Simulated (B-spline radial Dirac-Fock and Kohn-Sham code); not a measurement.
The L3-M23M23 Auger spectrum of Yb²⁵⁺

System: the Yb²⁵⁺ ion, configuration [Kr] 4d9.

Calculated with a radial B-spline solver, using relaxed Dirac-Fock hole states (ΔSCF) with Breit and QED corrections and a finite nucleus. The two-hole levels come from diagonalising the Coulomb interaction among the jj configurations; intensities are independent-particle Coulomb rates. Kinetic energies are from the vacuum level. No correlation. Open outer shells are spectators and are not coupled to the holes.

```
kinetic energy (eV)  J  leading jj holes (weight)  leading LS term (weight)  intensity (%)
             3644.4  0                M2M2 (1.00)                ³P0 (0.63)            0.2
             3874.8  2                M2M3 (1.00)                ¹D2 (0.69)           30.7
             3884.0  1                M2M3 (1.00)                ³P1 (1.00)           13.4
             4089.0  0                M3M3 (1.00)                ¹S0 (0.63)           13.1
             4106.6  2                M3M3 (1.00)                ³P2 (0.69)           42.6
```

The strongest line, by its leading LS label ³P2, lies at 4106.6 eV. The mean weight of the leading component is 1.00 in jj and 0.73 in LS coupling, so jj labels describe these levels better.
